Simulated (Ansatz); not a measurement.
Geometry optimisation, RKS LDA/def2-SVP (Ansatz).

Input:

```yaml
crystal:
  periodic: [false, false, false]
  atoms:
    - { symbol: Ge, position_ang: [-0.465574, 0.861886, -0.074812] }
    - { symbol: F, position_ang: [-1.106854, -2.126265, -0.366946] }
    - { symbol: H, position_ang: [-0.887286, 0.522766, -1.514273] }
    - { symbol: H, position_ang: [-1.495225, 0.409262, 0.973964] }
    - { symbol: H, position_ang: [-0.218685, 2.390493, 0.055276] }
    - { symbol: H, position_ang: [-0.226215, -1.980718, -0.138952] }
    - { symbol: "N", position_ang: [1.096495, -0.142136, 0.260825] }
    - { symbol: H, position_ang: [1.847671, 0.067056, -0.408777] }
    - { symbol: H, position_ang: [1.455772, -0.002343, 1.213595] }
basis:
  gaussian: { orbitals: def2-SVP }
hamiltonian:
  xc: lda
relax:
  f_tol: 0.03
  max_steps: 50
output:
  orbitals: {}
```

Command:

```bash
$ ansatz run input.yaml --threads 2 --pin off --max-ram 3072MiB --backend cpu --events-out ev --progress --plain --runs-dir out
```

Question: Where does it end, and by what steps?

Answer: The run converged. After 6 steps the energy has fallen by 0.443 eV; H6 moved furthest, 0.54 Å.

| step | energy less start (eV) | largest force component (eV/Å) | accepted |
| --- | --- | --- | --- |
| 0 | 0.0000 | 1.528 | yes |
| 1 | -0.1923 | 0.528 | yes |
| 2 | -0.3633 | 0.459 | yes |
| 3 | -0.3708 | 1.457 | yes |
| 4 | -0.4391 | 0.409 | yes |
| 5 | -0.4428 | 0.055 | yes |
| 6 | -0.4432 | 0.030 | yes |

```xyz
9
Properties=species:S:1:pos:R:3
Ge -0.537 0.824 -0.094
F -0.788 -2.006 -0.282
H -0.978 0.558 -1.539
H -1.587 0.446 0.958
H -0.124 2.312 0.074
H 0.049 -1.525 -0.056
N 0.938 -0.288 0.216
H 1.709 -0.125 -0.447
H 1.317 -0.196 1.168
```

Run time: 5.6 s on 2 threads of Intel(R) Xeon(R) Platinum 8488C (Sapphire Rapids) (shared host), peak memory 0.14 GiB.
